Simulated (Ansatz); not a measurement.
[closo-1-(NH3)B7H6]- (B7NH9⁻). Total charge -1; singlet. Geometry PBE-D4/def2-SVPD; atoms count from 1.

```xyz
17

B     0.495   -0.197    1.438
B    -0.334    1.173    0.931
B    -0.403   -0.279   -0.092
B     0.907    0.093   -1.232
B    -0.079    1.353   -0.719
B     1.373    0.950    0.316
B     1.266   -0.861    0.102
H     0.503   -0.653    2.569
H    -1.037    1.886    1.627
N    -1.706   -1.181   -0.392
H    -1.437   -2.169   -0.475
H    -2.145   -0.880   -1.272
H    -2.385   -1.083    0.372
H     1.267   -0.115   -2.379
H    -0.566    2.218   -1.427
H     2.358    1.632    0.542
H     1.925   -1.887    0.092
```

Question: Estimate the Mulliken populations from the PBE0/def2-TZVPD orbitals of Ansatz.

Answer: 
```json
{"atom": "B1", "charge (e)": "0.48"}
{"atom": "B2", "charge (e)": "0.20"}
{"atom": "B3", "charge (e)": "-1.61"}
{"atom": "B4", "charge (e)": "0.50"}
{"atom": "B5", "charge (e)": "0.18"}
{"atom": "B6", "charge (e)": "-0.65"}
{"atom": "B7", "charge (e)": "0.05"}
{"atom": "H8", "charge (e)": "-0.13"}
{"atom": "H9", "charge (e)": "-0.12"}
{"atom": "N10", "charge (e)": "-0.31"}
{"atom": "H11", "charge (e)": "0.28"}
{"atom": "H12", "charge (e)": "0.27"}
{"atom": "H13", "charge (e)": "0.27"}
{"atom": "H14", "charge (e)": "-0.13"}
{"atom": "H15", "charge (e)": "-0.12"}
{"atom": "H16", "charge (e)": "-0.05"}
{"atom": "H17", "charge (e)": "-0.11"}
```
Mulliken values depend strongly on the basis. With diffuse functions, as here, like atoms can get unlike values, and bond orders can come out too low or too high.

Question: And the Mayer bond orders between heavy atoms (over 0.3)?

Answer: B1–B2 0.31 (1.68 Å); B1–B3 0.67 (1.78 Å); B1–B4 0.34 (2.72 Å); B1–B5 0.43 (2.72 Å); B1–B6 0.77 (1.83 Å); B1–B7 0.41 (1.68 Å); B2–B3 0.88 (1.78 Å); B2–B4 0.42 (2.72 Å); B2–B5 0.48 (1.68 Å); B2–B6 0.84 (1.83 Å); B2–B7 0.47 (2.72 Å); B3–B4 0.65 (1.78 Å); B3–B5 0.89 (1.78 Å); B3–B6 1.03 (2.20 Å); B3–B7 0.94 (1.78 Å); B3–N10 0.89 (1.61 Å); B4–B5 0.32 (1.68 Å); B4–B6 0.76 (1.83 Å); B4–B7 0.41 (1.68 Å); B5–B6 0.85 (1.83 Å); B5–B7 0.47 (2.72 Å); B6–B7 0.87 (1.83 Å).
